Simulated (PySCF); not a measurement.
Cd(NH2)(SeH) (CdH3NSe), SMILES [NH2][Cd][SeH].

The structure is a stationary point at B3LYP-D3(BJ)/def2-SVP. The structure was generated by enumeration; whether it is a known compound was not checked. The def2 effective core potentials stand for the cores of Cd; spin–orbit coupling is left out. One conformer was computed; it need not be the lowest.

All values below come from PySCF 2.14.0 with TDDFT-PBE/def2-SVPD.

Vertical excitations. Isolated molecule, no solvent. State labels are in the subgroup Cs.

```
state  symmetry  energy (eV)  λ (nm)      f                            main pairs
-----  --------  -----------  ------  -----  ------------------------------------
S1           A"         3.85     322  0.020                       HOMO→LUMO 100 %
S2           A'         4.11     301  0.055                      HOMO−1→LUMO 90 %
S3           A"         4.73     262  0.003                      HOMO→LUMO+1 99 %
S4           A"         4.85     255  0.003                   HOMO−1→LUMO+2 100 %
S5           A'         4.99     248  0.004                      HOMO→LUMO+2 84 %
S6           A'         5.02     247  0.033                    HOMO−1→LUMO+1 80 %
S7           A'         5.39     230  0.002                    HOMO−1→LUMO+3 93 %
S8           A"         5.41     229  0.016                      HOMO→LUMO+3 99 %
S9           A"         6.14     202  0.009                      HOMO→LUMO+4 99 %
S10          A'         6.16     201  0.202  HOMO−1→LUMO+4 52 %, HOMO−2→LUMO 35 %
T1           A'         3.45     359      0                      HOMO−1→LUMO 99 %
T2           A"         3.55     349      0                       HOMO→LUMO 100 %
T3           A'         4.54     273      0  HOMO−1→LUMO+1 83 %, HOMO→LUMO+2 13 %
T4           A"         4.55     273      0                      HOMO→LUMO+1 97 %
```
Triplets are in the Tamm–Dancoff approximation, which puts them higher than full response would, so one can lie above its singlet here.
